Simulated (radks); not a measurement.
Task: Ionisation of neutral cadmium, [Kr] 4d10 5s2, to [Kr] 4d10 5s1 as the strength of local exchange is varied. All-electron calculation, scalar-relativistic Kohn-Sham, Slater X-alpha exchange (alpha = 2/3 is LDA exchange), no correlation, spin-polarised, spherical densities, point nucleus. Program: a radial shooting solver on a logarithmic mesh with Libxc functionals.

alpha  E(Cd) (hartree)  exchange (hartree)  IE (eV)  -e of the level emptied (eV)  <r> of it (bohr)
0.56       -5561.91620          -120.92725    7.504                    4.245 (5s)             3.022
0.667      -5585.11889          -144.64097    8.210                    4.936 (5s)             2.929
0.669      -5585.55352          -145.08607    8.224                    4.949 (5s)             2.928
0.863      -5627.87431          -188.58125    9.570                    6.299 (5s)             2.778
0.87       -5629.40734          -190.16253    9.620                    6.350 (5s)             2.772
0.992      -5656.19272          -217.85421   10.511                    7.262 (5s)             2.689
x          -5666.10447          -228.13145   10.847                    7.609 (5s)             2.659

Which alpha was used in the last row?

Result: alpha = 1.037. NIST Atomic Spectra Database: 8.994 eV (measured). The Delta-SCF value meets it near alpha = 0.78.
